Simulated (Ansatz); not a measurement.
FeBr₃. Charge 0, multiplicity 2. Geometry r2SCAN-D4/def2-SVP; atoms count from 1.

```xyz
4

Fe   -0.138   -0.055    0.070
Br    1.239   -0.749    1.709
Br   -0.769    2.103    0.014
Br   -0.332   -1.299   -1.794
```

The charge 0 doublet is spin-contaminated (final ⟨S²⟩ up to 2.38, 0.75 for a pure state). At PBE0-D4/def2-TZVP a sextet of charge 0 lies 1.82 eV below the doublet, each at its own geometry.

**Question.** Estimate the Mulliken populations from the PBE0/def2-TZVP orbitals of Ansatz.

**Answer.** 
```tsv
atom	charge (e)	spin (α − β)	d electrons
Fe1	0.68	1.30	6.38
Br2	-0.23	-0.10	–
Br3	-0.23	-0.10	–
Br4	-0.23	-0.10	–
```
Mulliken values depend strongly on the basis.

**Question.** Where does the spin sit?

**Answer.** Summed by element: Fe 1.30, Br -0.30, of 1 unpaired in all. Largest on single atoms: Fe1 1.30, Br2 -0.10, Br3 -0.10.

**Question.** And the Mayer bond orders between heavy atoms (over 0.3)?

**Answer.** Fe1–Br2 1.16 (2.25 Å); Fe1–Br3 1.16 (2.25 Å); Fe1–Br4 1.16 (2.25 Å).
